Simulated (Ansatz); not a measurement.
Ansatz (a quantum-chemistry and plane-wave program) input (HF/6-31G* with LANL2DZ past Ar): The .json file joins the Basis Set Exchange's 6-31G* for atoms up to Ar and LANL2DZ past it.

Ansatz 0.2 input:
```yaml
crystal:
  periodic: [false, false, false]
  atoms:
    - {symbol: Bi, position_ang: [-0.03176719, -0.01026184, 0.22062089]}
    - {symbol: F, position_ang: [1.45202615, -0.89856023, -0.75568908]}
    - {symbol: F, position_ang: [0.21475303, 1.66651518, -0.81453343]}
    - {symbol: O, position_ang: [-1.54554198, -0.75748271, -0.52244137]}
basis:
  gaussian:
    orbitals: 6-31Gs+LANL2DZ.json
hamiltonian:
  xc: {name: HF}
total_charge: -1
phonons: {temperatures: {t_min: 298.15, t_max: 298.15, t_step: 100}}
```

Output:

```
Functional definition: HF
integrals: 0.01 GiB planned
533 factors; integrals over basis functions are off by at most 1.9e-4 eV
mean field: 0.09 GiB planned
mean field evaluation 1: about -7590.2613 eV, gradient 3.7e1 eV
mean field evaluation 2: about -7590.2637 eV, gradient 3.7e1 eV
mean field evaluation 4: about -7593.0223 eV, gradient 3.8e0 eV
mean field evaluation 8: about -7593.0661 eV, gradient 1.8e-1 eV
mean field -7593.06656046 eV, -279.0400493315 hartree, gradient 2.5e-5 eV, S^2 0.000000; 0 other end points of the search recorded, 0 dependent functions left out
the calculation of the forces begins
reference -7593.06656046 eV, -279.0400493315 hartree; 16, 16 occupied and 37, 37 virtual orbitals, 533 factors
these checks for a lower state are left out or cut short: stability, starts, cluster_reference, orbital_swaps, neighbouring_geometries, increment
integrals: 0.01 GiB planned
533 factors; integrals over basis functions are off by at most 1.9e-4 eV
mean field: 0.09 GiB planned
mean field evaluation 16: about -7593.0664 eV, gradient 5.8e-2 eV
mean field -7593.06643583 eV, -279.0400447517 hartree, gradient 1.4e-6 eV, S^2 0.000000; 0 other end points of the search recorded, 0 dependent functions left out
the calculation of the forces begins
reference -7593.06643583 eV, -279.0400447517 hartree; 16, 16 occupied and 37, 37 virtual orbitals, 533 factors
these checks for a lower state are left out or cut short: stability, starts, cluster_reference, orbital_swaps, neighbouring_geometries, increment
integrals: 0.01 GiB planned
533 factors; integrals over basis functions are off by at most 1.9e-4 eV
mean field: 0.09 GiB planned
mean field -7593.06644221 eV, -279.0400449861 hartree, gradient 1.4e-6 eV, S^2 0.000000; 0 other end points of the search recorded, 0 dependent functions left out
the calculation of the forces begins
reference -7593.06644221 eV, -279.0400449861 hartree; 16, 16 occupied and 37, 37 virtual orbitals, 533 factors
these checks for a lower state are left out or cut short: stability, starts, cluster_reference, orbital_swaps, neighbouring_geometries, increment
integrals: 0.01 GiB planned
533 factors; integrals over basis functions are off by at most 1.9e-4 eV
mean field: 0.09 GiB planned
mean field evaluation 32: about -7593.0665 eV, gradient 7.1e-5 eV
mean field -7593.06647957 eV, -279.0400463589 hartree, gradient 1.2e-6 eV, S^2 0.000000; 0 other end points of the search recorded, 0 dependent functions left out
the calculation of the forces begins
reference -7593.06647957 eV, -279.0400463589 hartree; 16, 16 occupied and 37, 37 virtual orbitals, 533 factors
these checks for a lower state are left out or cut short: stability, starts, cluster_reference, orbital_swaps, neighbouring_geometries, increment
integrals: 0.01 GiB planned
533 factors; integrals over basis functions are off by at most 1.9e-4 eV
mean field: 0.09 GiB planned
mean field -7593.06648116 eV, -279.0400464174 hartree, gradient 1.0e-6 eV, S^2 0.000000; 0 other end points of the search recorded, 0 dependent functions left out
the calculation of the forces begins
reference -7593.06648116 eV, -279.0400464174 hartree; 16, 16 occupied and 37, 37 virtual orbitals, 533 factors
these checks for a lower state are left out or cut short: stability, starts, cluster_reference, orbital_swaps, neighbouring_geometries, increment
integrals: 0.01 GiB planned
533 factors; integrals over basis functions are off by at most 1.9e-4 eV
mean field: 0.09 GiB planned
mean field -7593.06652833 eV, -279.0400481507 hartree, gradient 2.8e-6 eV, S^2 0.000000; 0 other end points of the search recorded, 0 dependent functions left out
the calculation of the forces begins
reference -7593.06652833 eV, -279.0400481507 hartree; 16, 16 occupied and 37, 37 virtual orbitals, 533 factors
these checks for a lower state are left out or cut short: stability, starts, cluster_reference, orbital_swaps, neighbouring_geometries, increment
integrals: 0.01 GiB planned
533 factors; integrals over basis functions are off by at most 1.9e-4 eV
mean field: 0.09 GiB planned
mean field -7593.06652522 eV, -279.0400480364 hartree, gradient 2.2e-6 eV, S^2 0.000000; 0 other end points of the search recorded, 0 dependent functions left out
the calculation of the forces begins
reference -7593.06652522 eV, -279.0400480364 hartree; 16, 16 occupied and 37, 37 virtual orbitals, 533 factors
these checks for a lower state are left out or cut short: stability, starts, cluster_reference, orbital_swaps, neighbouring_geometries, increment
integrals: 0.01 GiB planned
533 factors; integrals over basis functions are off by at most 1.9e-4 eV
mean field: 0.09 GiB planned
mean field -7593.06654723 eV, -279.0400488454 hartree, gradient 1.0e-6 eV, S^2 0.000000; 0 other end points of the search recorded, 0 dependent functions left out
the calculation of the forces begins
reference -7593.06654723 eV, -279.0400488454 hartree; 16, 16 occupied and 37, 37 virtual orbitals, 533 factors
these checks for a lower state are left out or cut short: stability, starts, cluster_reference, orbital_swaps, neighbouring_geometries, increment
integrals: 0.01 GiB planned
533 factors; integrals over basis functions are off by at most 1.9e-4 eV
mean field: 0.09 GiB planned
mean field evaluation 64: about -7593.0665 eV, gradient 1.3e-6 eV
mean field -7593.06654396 eV, -279.0400487251 hartree, gradient 1.3e-6 eV, S^2 0.000000; 0 other end points of the search recorded, 0 dependent functions left out
the calculation of the forces begins
reference -7593.06654396 eV, -279.0400487251 hartree; 16, 16 occupied and 37, 37 virtual orbitals, 533 factors
these checks for a lower state are left out or cut short: stability, starts, cluster_reference, orbital_swaps, neighbouring_geometries, increment
integrals: 0.01 GiB planned
533 factors; integrals over basis functions are off by at most 1.9e-4 eV
mean field: 0.09 GiB planned
mean field -7593.06654064 eV, -279.0400486031 hartree, gradient 2.0e-6 eV, S^2 0.000000; 0 other end points of the search recorded, 0 dependent functions left out
the calculation of the forces begins
reference -7593.06654064 eV, -279.0400486031 hartree; 16, 16 occupied and 37, 37 virtual orbitals, 533 factors
these checks for a lower state are left out or cut short: stability, starts, cluster_reference, orbital_swaps, neighbouring_geometries, increment
integrals: 0.01 GiB planned
533 factors; integrals over basis functions are off by at most 1.9e-4 eV
mean field: 0.09 GiB planned
mean field -7593.06654266 eV, -279.0400486775 hartree, gradient 2.5e-6 eV, S^2 0.000000; 0 other end points of the search recorded, 0 dependent functions left out
the calculation of the forces begins
reference -7593.06654266 eV, -279.0400486775 hartree; 16, 16 occupied and 37, 37 virtual orbitals, 533 factors
these checks for a lower state are left out or cut short: stability, starts, cluster_reference, orbital_swaps, neighbouring_geometries, increment
integrals: 0.01 GiB planned
533 factors; integrals over basis functions are off by at most 1.9e-4 eV
mean field: 0.09 GiB planned
mean field -7593.06646564 eV, -279.0400458471 hartree, gradient 1.4e-6 eV, S^2 0.000000; 0 other end points of the search recorded, 0 dependent functions left out
the calculation of the forces begins
reference -7593.06646564 eV, -279.0400458471 hartree; 16, 16 occupied and 37, 37 virtual orbitals, 533 factors
these checks for a lower state are left out or cut short: stability, starts, cluster_reference, orbital_swaps, neighbouring_geometries, increment
integrals: 0.01 GiB planned
533 factors; integrals over basis functions are off by at most 1.9e-4 eV
mean field: 0.09 GiB planned
mean field -7593.06646745 eV, -279.0400459136 hartree, gradient 2.7e-6 eV, S^2 0.000000; 0 other end points of the search recorded, 0 dependent functions left out
the calculation of the forces begins
reference -7593.06646745 eV, -279.0400459136 hartree; 16, 16 occupied and 37, 37 virtual orbitals, 533 factors
these checks for a lower state are left out or cut short: stability, starts, cluster_reference, orbital_swaps, neighbouring_geometries, increment
integrals: 0.01 GiB planned
533 factors; integrals over basis functions are off by at most 1.9e-4 eV
mean field: 0.09 GiB planned
mean field evaluation 96: about -7593.0665 eV, gradient 1.8e-6 eV
mean field -7593.06654433 eV, -279.0400487388 hartree, gradient 1.7e-6 eV, S^2 0.000000; 0 other end points of the search recorded, 0 dependent functions left out
the calculation of the forces begins
reference -7593.06654433 eV, -279.0400487388 hartree; 16, 16 occupied and 37, 37 virtual orbitals, 533 factors
these checks for a lower state are left out or cut short: stability, starts, cluster_reference, orbital_swaps, neighbouring_geometries, increment
integrals: 0.01 GiB planned
533 factors; integrals over basis functions are off by at most 1.9e-4 eV
mean field: 0.09 GiB planned
mean field -7593.06654591 eV, -279.0400487967 hartree, gradient 1.3e-6 eV, S^2 0.000000; 0 other end points of the search recorded, 0 dependent functions left out
the calculation of the forces begins
reference -7593.06654591 eV, -279.0400487967 hartree; 16, 16 occupied and 37, 37 virtual orbitals, 533 factors
Total energy: -7593.06656046 eV, -279.0400493315 hartree
Atom 0 at    -0.031767    -0.010262     0.220621 Å, force    -0.001273    -0.000606     0.000359 eV/Å
Atom 1 at     1.452026    -0.898560    -0.755689 Å, force     0.000589     0.000656    -0.000402 eV/Å
Atom 2 at     0.214753     1.666515    -0.814533 Å, force     0.000887     0.000038    -0.000387 eV/Å
Atom 3 at    -1.545542    -0.757483    -0.522441 Å, force    -0.000203    -0.000088     0.000430 eV/Å
Dipole moment:     0.412598     0.227394     1.236931 e Å
Vibrations: 183.80 228.65 271.24 532.91 554.29 813.11 cm⁻¹, zero-point energy 0.160187 eV
```

The blocks after the first are displaced geometries, from whose forces the wavenumbers follow.

The dipole moment of an ion depends on the origin.
